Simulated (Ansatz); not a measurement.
Coupled-cluster run, H5N2O2Ta, SMILES `[NH2][Ta]([NH2])(=[O])[OH]`.

```yaml
crystal:
  periodic: [false, false, false]
  atoms:
    - {symbol: N, position_ang: [-1.652592, 0.710014, -0.002039]}
    - {symbol: Ta, position_ang: [0.006643, -0.362187, -0.224121]}
    - {symbol: N, position_ang: [1.275460, -0.113300, 1.285898]}
    - {symbol: O, position_ang: [-0.472003, -2.014779, -0.192341]}
    - {symbol: O, position_ang: [0.870333, 0.148596, -1.861254]}
    - {symbol: H, position_ang: [-2.564740, 0.310417, 0.157460]}
    - {symbol: H, position_ang: [-1.710023, 1.717528, 0.007930]}
    - {symbol: H, position_ang: [1.510086, -0.835370, 1.949748]}
    - {symbol: H, position_ang: [1.746586, 0.745592, 1.528435]}
    - {symbol: H, position_ang: [1.073450, -0.357611, -2.646817]}
basis:
  gaussian: {orbitals: def2-SVP}
correlation: {method: ccsd_t}
```

```sh
$ ansatz run in.yaml --threads 4 --pin off --events-out ev --progress --plain
```

The program prints (abridged):

```
Functional definition: HF
1118 factors; integrals over basis functions are off by at most 1.3e-3 eV
mean field evaluation 1: about -8640.1708 eV, gradient 7.1e1 eV
mean field evaluation 2: about -8640.3005 eV, gradient 7.1e1 eV
mean field evaluation 4: about -8649.9953 eV, gradient 1.2e1 eV
mean field evaluation 8: about -8650.3380 eV, gradient 8.2e-1 eV
mean field -8650.33972781 eV, -317.8941215861 hartree, gradient 2.7e-6 eV, S^2 0.000000; 0 other end points of the search recorded, 0 dependent functions left out
4 core orbitals not correlated: weight in the atoms' cores, before any rotation towards them, 1.000 or more for the frozen orbitals, at most 0.000 for the correlated occupied ones
reference -8650.33972781 eV, -317.8941215861 hartree; 20, 20 occupied and 89, 89 virtual orbitals, 1118 factors
second order -28.05995408 eV of doubles, -0.00000000 eV of singles
cycle   1  -26.60012866 eV  change     1.5e0 eV  update   2.2e-1
cycle   2  -27.62015954 eV  change    -1.0e0 eV  update   1.2e-1
cycle   3  -27.89021660 eV  change   -2.7e-1 eV  update   3.7e-2
cycle   4  -27.91653965 eV  change   -2.6e-2 eV  update   1.3e-2
cycle   5  -27.89908809 eV  change    1.7e-2 eV  update   3.2e-3
cycle   6  -27.89929700 eV  change   -2.1e-4 eV  update   1.4e-3
cycle   7  -27.89936530 eV  change   -6.8e-5 eV  update   4.9e-4
cycle   8  -27.89904162 eV  change    3.2e-4 eV  update   1.9e-4
cycle   9  -27.89911709 eV  change   -7.5e-5 eV  update   7.7e-5
cycle  10  -27.89917278 eV  change   -5.6e-5 eV  update   2.7e-5
cycle  11  -27.89912445 eV  change    4.8e-5 eV  update   1.3e-5
perturbative correction -1.05454358 eV, -0.0387537618 hartree
Total energy: -8679.29339584 eV, -318.9581492606 hartree
```

Hardware: 4 threads of a server CPU on a shared host. Wall time 8.5 s, peak host memory 0.75 GiB.

MP2 recovers 96.9 % of the CCSD(T) correlation energy and the triples give 3.6 %; T1 = 0.0204.
